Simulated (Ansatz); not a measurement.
## Er(NO3)3 in a box, plane waves

Ansatz 0.2.0, DFT PBE+U, scalar-relativistic, plane waves, PAW, molecule in a box. The geometry was relaxed with Gaussian bases (PBE0; Er lcecp-1-SVP with ECP57, O def2-SVP, N def2-SVP).

```yaml
crystal:
  lattice:
    - [14.87, 0.0, 0.0]
    - [0.0, 15.78, 0.0]
    - [0.0, 0.0, 11.09]
  atoms:
    - { symbol: Er, position: [0.43424748, 0.50000317, 0.49978179], spin: 3.0 }
    - { symbol: O, position: [0.57084533, 0.48471039, 0.59379261] }
    - { symbol: O, position: [0.57084533, 0.51529531, 0.40577096] }
    - { symbol: "N", position: [0.6181809, 0.50000253, 0.49978179] }
    - { symbol: O, position: [0.69749496, 0.50000253, 0.49978179] }
    - { symbol: O, position: [0.38000269, 0.61912484, 0.59379261] }
    - { symbol: O, position: [0.35189442, 0.6038327, 0.40577096] }
    - { symbol: "N", position: [0.3422811, 0.65010837, 0.49978179] }
    - { symbol: O, position: [0.30262408, 0.71483587, 0.49978179] }
    - { symbol: O, position: [0.35189375, 0.39617427, 0.59379261] }
    - { symbol: O, position: [0.38000202, 0.3808815, 0.40577096] }
    - { symbol: "N", position: [0.34228043, 0.34989797, 0.49978179] }
    - { symbol: O, position: [0.30262273, 0.2851711, 0.49978179] }
basis:
  ecutwfc: 420
  ecutrho_ratio: 4
kpoints:
  mp_grid: { grid: [1, 1, 1] }
hamiltonian:
  xc: pbe
  hubbard: { sites: [{ species: Er, l: f, u_eff: 5.0 }] }
scf:
  occupations: { method: gaussian, width: 0.01 }
output:
  forces: true
  eigenvalues: true
  populations: true
  hubbard: { sites: [{ species: Er, l: f }] }
magnetization:
  spin_polarized: true
```

Command:
```sh
ansatz run input.yaml --threads 4 --pin off --max-ram 8192MiB --backend cpu --events-out ev --progress --plain --runs-dir out
```
It took 2.3 min on 4 threads of Arm Neoverse V2, with other jobs on the host, peak memory 2 GiB.

Task: How does the SCF go?

Result: 
```
SCF iter   1: F=—  HF=-18336.823067 eV  |F-HF|=—  |Δ(HF+E_count)|=         —  Δρ=1.93e-2 (↑1.89e-2 ↓1.93e-2)
Mixer restart at iter 1: flushing history
preconditioner: auto → Resta (q_TF=auto, 1.560 Å⁻¹)  ε∞=1.3  [insulator: Δε(μ)=0.117 eV  Ē_g=11.062 eV  σ=0.010 eV  W_gap=1.00  n_
spin=Collinear: Resta preconditioning applied to the charge; magnetization (m = ρ↑ − ρ↓) channel mixes plain (no charge-response k
SCF iter   2: F=—  HF=-18331.901243 eV  |F-HF|=—  |Δ(HF+E_count)|=    4.92e0  Δρ=7.79e-3 (↑7.79e-3 ↓7.65e-3)
...
iteration 49: the SCF's residuals had fallen too slowly under its mixing. It goes on by minimising its free energy, and can end on
SCF iter  50: F=—  HF=-18334.184773 eV  |F-HF|=—  |Δ(HF+E_count)|=   8.65e-5  Δρ=3.43e-6 (↑3.43e-6 ↓2.96e-6)
SCF iter  51: F=—  HF=-18334.184777 eV  |F-HF|=—  |Δ(HF+E_count)|=   4.53e-6  Δρ=8.59e-7 (↑8.21e-7 ↓8.59e-7)
SCF iter  52: F=-18334.184777 eV  HF=-18334.184777 eV  |F-HF|=4.37e-10  |Δ(HF+E_count)|=   2.22e-8  Δρ=1.38e-7 (↑8.39e-8 ↓1.38e-7)
SCF iter  53: F=-18334.184777 eV  HF=-18334.184777 eV  |F-HF|=4.66e-10  |Δ(HF+E_count)|=    0.00e0  Δρ=1.38e-7 (↑8.49e-8 ↓1.38e-7)
```

Task: Which levels lie next to the highest filled one (eV, counted from it)?

Result: Filled: -1.39, -1.38, -1.32, -1.32, -0.39, -0.38, -0.38, -0.37, -0.06, 0.00. Empty: 2.32, 2.41, 2.42, 3.86, 3.88, 3.89, 3.91, 4.24.

Task: How is the f shell of Er1 filled?

Result: Natural occupations, full = 1; up: 1.00, 1.00, 1.00, 1.00, 1.00, 1.00, 1.00; down: 0.02, 0.02, 0.04, 1.00, 1.00, 1.00, 1.00; in all 11.04 e.

Task: What forces are left at this geometry, relaxed with Gaussian bases (eV/Å)?

Result: 
```
Er   0.08  0.00  0.00
O   -0.75 -0.29  1.25
O   -0.75  0.29 -1.25
N   -0.49  0.00  0.00
O    1.84  0.00  0.00
O    0.59 -0.52  1.26
O    0.12 -0.78 -1.29
N    0.24 -0.42  0.01
O   -0.91  1.58  0.00
O    0.12  0.78  1.29
O    0.59  0.52 -1.26
N    0.24  0.42 -0.01
O   -0.91 -1.58  0.00
```

The open shells may stand above their lowest state.

Forces this large are more than functional and basis usually give, so the two programs probably hold different electronic states.

An lcecp potential fixes the number of 4f electrons, so in runs with it no electron can move into or out of that shell.
